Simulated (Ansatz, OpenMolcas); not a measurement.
## C3H5Ga (SMILES C#[C][GaH][CH3]): the energy, rung by rung

C3H5Ga: 9 atoms, total charge 0, spin state singlet. SMILES: `C#[C][GaH][CH3]`. The coordinates come from a PBE0-D4/def2-TZVP relaxation.

```xyz
9

C     1.4987    0.8168   -2.1387
C     0.9500    0.7452   -1.0628
Ga    0.0688    0.6112    0.6437
C    -1.0361   -0.9725    0.9664
H     1.9837    0.8831   -3.0861
H     0.2926    1.7831    1.6555
H    -0.4514   -1.8772    0.7821
H    -1.4352   -1.0063    1.9800
H    -1.8710   -0.9835    0.2600
```

Quantity: the energy change with the C4–H7 bond stretched from 1.093 to 2.404 Å, in eV. The values are calculated.

| level | kind | program | value (eV) | less CCSD(T)/6-31G* | CPU time (all runs) |
| --- | --- | --- | --- | --- | --- |
| BLYP/6-31G* (spherical functions) (restricted) | GGA | Ansatz | 4.34 | +0.33 | 9.3 s |
| M06-L/6-31G* (spherical functions) (restricted) | meta-GGA | OpenMolcas | 4.75 | +0.74 | 1.8 min |
| BHLYP/6-31G* (spherical functions) (restricted) | global hybrid | Ansatz | 5.20 | +1.19 | 14 s |
| r2SCAN0/6-31G* (spherical functions) (restricted) | hybrid meta-GGA | Ansatz | 5.07 | +1.06 | 22 s |
| HSE06/6-31G* (spherical functions) (restricted) | range-separated hybrid | Ansatz | 4.93 | +0.92 | 13 s |
| PBE-QIDH/6-31G* (spherical functions) (restricted) | double hybrid | Ansatz | 5.13 | +1.12 | 19 s |
| RPA@PBE/6-31G* (spherical functions) (restricted) | RPA | Ansatz | 4.27 | +0.26 | 27 s |
| MP2/6-31G* (spherical functions) (restricted) | perturbation theory | Ansatz | 4.96 | +0.95 | 8.6 s |
| BCCD(T)/6-31G* (spherical functions) (restricted) | coupled cluster or CI | Ansatz | 4.03 | +0.02 | 43 s |
| CCSD(T)/6-31G* (spherical functions) (restricted) | coupled cluster or CI | OpenMolcas | 4.01 | 0.00 | 2.6 min |

CCSD(T)/6-31G* (spherical functions) (restricted) is the highest level here, not the true value. At this stretch a single reference begins to fail. All-electron rows without a relativistic Hamiltonian named are non-relativistic. The first shape isn't each level's own minimum. The values span 4.01 to 5.20 eV. In the correlated wave-function rows the outer d shell of Ga is correlated, in sets not made for it. CPU times are rough (shared hosts, several kinds of processor and program).
